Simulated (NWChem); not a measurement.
System: CH5AlO; SMILES C[O][AlH2]

Input file for NWChem:

```
start job
memory heap 200 mb stack 900 mb global 1100 mb
geometry units angstroms noautosym nocenter noautoz
  Al     0.081606    -1.192925    -0.003001
  H      1.249331    -2.256533     0.038251
  H     -1.466068    -1.546901    -0.064400
  O      0.562775     0.434661     0.021843
  C      0.006428     1.705485     0.005204
  H     -1.099785     1.694255    -0.037813
  H      0.298678     2.270913     0.908085
  H      0.367570     2.277880    -0.867905
end
basis spherical
  * library pcsseg-1
end
dft
  xc slater vwn_5
  iterations 150
end
property
  shielding 7 1 2 3 4 5 6 7
end
task dft property
```

Geometry: optimised at PBE0/def2-SVP.

GIAO values for the isolated, static molecule; σ is the absolute isotropic shielding, δ = σ(reference) − σ with the isolated reference molecule computed at the same levels (13C: tetramethylsilane, 1H: tetramethylsilane, 17O: water).

Atoms are numbered as in the input.

**Question.** What results follow from this input? (LDA (Slater exchange, VWN5)/pcSseg-1, GIAO.) Quantities: σ Al1 (ppm); δ H2 (ppm); δ H3 (ppm); δ O4 (ppm); δ C5 (ppm); δ H6 (rotor mean) (ppm).

**Answer.** The σ Al1 (ppm) is 337.7 and the δ H2 (ppm) is 4.69. The δ H3 (ppm) is 5.09. The δ O4 (ppm) is 123.7 and the δ C5 (ppm) is 58.5. The δ H6 (rotor mean) (ppm) is 4.34.
